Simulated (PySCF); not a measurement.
Input file for PySCF: D3(BJ) and D4 dispersion corrections on C2H5NS (a complex), monomers drawn apart or pushed together.

```python
from pyscf import gto
from pyscf.dispersion import dftd3, dftd4

mol = gto.M(
    atom='''
    S     0.50697014   -0.18187352   -0.86164302
    H     0.38928504    0.06576997    0.45635031
    H     0.82500026    1.09216337   -1.13977519
    C    -0.23070832    0.66969928    5.62973486
    C    -0.03102592    0.58416856    4.19249576
    N     0.12642087    0.51588981    3.05688977
    H     0.67782196    1.02928404    6.11319194
    H    -1.04575060    1.35804750    5.85403337
    H    -0.47858564   -0.31285716    6.03171021
    ''',
    basis='def2-svp',
    charge=0, spin=0, verbose=0, max_memory=1800)
d3, d4 = {}, {}
for xc in ['hf', 'pbe', 'blyp', 'revpbe', 'tpss', 'r2scan', 'b3lyp', 'pbe0', 'bhlyp', 'camb3lyp', 'b2plyp']:
    d3[xc] = float(dftd3.DFTD3Dispersion(mol, xc=xc, version='d3bj', atm=False).get_dispersion()['energy'])
    print(f'D3(BJ) {xc:10s} {d3[xc]:14.8f} Eh')
for xc in ['hf', 'pbe', 'blyp', 'revpbe', 'tpss', 'r2scan', 'b3lyp', 'pbe0', 'bhlyp', 'camb3lyp', 'b2plyp']:
    d4[xc] = float(dftd4.DFTD4Dispersion(mol, xc={'camb3lyp': 'cam-b3lyp'}.get(xc, xc), atm=True).get_dispersion()['energy'])
    print(f'D4     {xc:10s} {d4[xc]:14.8f} Eh')
```

Program output:

```
D3(BJ) hf            -0.03813517 Eh
D3(BJ) pbe           -0.00426643 Eh
D3(BJ) blyp          -0.00880930 Eh
D3(BJ) revpbe        -0.01105856 Eh
D3(BJ) tpss          -0.00528645 Eh
D3(BJ) r2scan        -0.00124290 Eh
D3(BJ) b3lyp         -0.00715914 Eh
D3(BJ) pbe0          -0.00362578 Eh
D3(BJ) bhlyp         -0.00544037 Eh
D3(BJ) camb3lyp      -0.00319400 Eh
D3(BJ) b2plyp        -0.00322399 Eh
D4     hf            -0.01366812 Eh
D4     pbe           -0.00361698 Eh
D4     blyp          -0.00798873 Eh
D4     revpbe        -0.01244450 Eh
D4     tpss          -0.00487252 Eh
D4     r2scan        -0.00099582 Eh
D4     b3lyp         -0.00570258 Eh
D4     pbe0          -0.00305795 Eh
D4     bhlyp         -0.00396049 Eh
D4     camb3lyp      -0.00306301 Eh
D4     b2plyp        -0.00254339 Eh
```

The run finished.

Cost: about 0.05 core-seconds (a rough figure).
